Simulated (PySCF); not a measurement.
## Zirconium: a sound run and one with changed settings

Sound run: Zr⁺ [Kr] 4d2 5s1, Zr²⁺ [Kr] 4d2. Calculation: PySCF 2.14, in cc-pVDZ-PP with ECP28MDF (4s4p3d1f, 38 functions); a scalar-relativistic core potential. In the sound run the correlated levels freeze 4s2 4p6 outside the core potential. The sound run starts from symmetry-adapted Hartree-Fock orbitals and uses a fine grid where one is needed.

Changed run: all electrons correlated in a basis built for the valence shell.

```
species  method  sound run (hartree)  changed run (hartree)  converged
    Zr⁺     MP2            -46.11869              -46.26276        yes
   Zr²⁺     MP2            -45.66210              -45.78773        yes
```

Ionisation energy of Zr⁺:

| method | sound run (eV) | changed run (eV) |
| --- | --- | --- |
| UHF | 12.244 | 12.244 |
| MP2 | 12.424 | 12.926 |
| SCS-MP2 | 12.304 | 12.747 |

A valence basis has no tight correlating functions, so it recovers only part of the core correlation, and not evenly between atom and ion.

For comparison, NIST gives 13.13 eV between the lowest levels.
